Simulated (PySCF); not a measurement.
CHO2, multiplicity 2. Atoms are numbered in the order given.

```xyz
4

O      0.0000     1.1607     0.1598
C      0.0000     0.0000    -0.1979
O      0.0000    -1.1607     0.1598
H      0.0000     0.0000    -1.3688
```
Charge 0, spin multiplicity 2.

The structure is a stationary point at PBE0-D3(BJ)/def2-TZVP. The geometry has at least one imaginary mode, so it is a saddle point at that level. The isomer is the one that the SMILES or the coordinates give; other isomers of the formula were not compared.

All values below come from PySCF with SMD-M06-2X/6-31G*.

Solvation free energies are E(SMD) − E(gas) at the gas-phase geometry, for 1 M in both phases. In vacuum the dipole moment is 1.65 D.

Computed solvation free energies in water, acetonitrile, chloroform:
| solvent | ΔG(solv) (kcal/mol) | its non-electrostatic (CDS) part | dipole (D) |
|---|---|---|---|
| water | -2.4 | 4.4 | 2.24 |
| acetonitrile | -4.3 | 0.3 | 2.11 |
| chloroform | -2.1 | 1.6 | 2.00 |
